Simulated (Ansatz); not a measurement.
`C[O][SnH]([Cl])[Cl]` + H–F → `C[O][SnH]([F])[Cl]` + HCl  (ligand exchange at the Sn–Cl bond)

Gas-phase electronic energies from Ansatz, PBE0-D4/def2-TZVP geometries. CCSD(T)/CBS adds triple-zeta CCSD(T) − MP2 to the extrapolated MP2 energy (def2 sets, frozen cores). This one scheme is used for every species. Functionals use def2-TZVPP. HSE06 is defined as in plane-wave codes. Elements past krypton have def2 core potentials. For Sn outer-core shells are correlated without core-valence functions, which leaves a few kJ/mol of doubt a bond. One conformer a species, not always the lowest.

CCSD(T)/CBS gives +0.39 eV.

(1) Another level gave +0.30 eV. Which?
A. ωB97X-V/def2-TZVPP
B. HSE06-D4/def2-TZVPP
C. PBE0/def2-TZVPP
D. BLYP/def2-TZVPP

(2) What do rigid-rotor, harmonic-oscillator terms from PBE0-D4/def2-TZVP frequencies (298.15 K, 1 bar) make of the CCSD(T)/CBS value? (Estimate.)

Largest T1 diagnostic among the species: 0.014.

## Answers

(1) A. ωB97X-V 0.30, PBE0 0.37, HSE06-D4 0.41, BLYP 0.20 eV.

(2) Ansatz gave: ΔZPE = -0.05 eV, ΔH = +0.33 eV, ΔS = 4 J/(mol·K), ΔG = +0.32 eV.

At CCSD(T), def2-SVP lies −0.10 eV from the extrapolated value and def2-TZVPP −0.03 eV. From PBE to PBE0 (25 % exact exchange), in def2-TZVPP and without D4, ΔE moves by +0.07 eV. Leaving LDA and LC-ωPBE aside and taking each functional with its dispersion term where it has one, the values, not all of them listed here, spread over 0.14 eV, from B97M-V to PBE-QIDH. LDA lies +0.06 eV from PBE without D4.
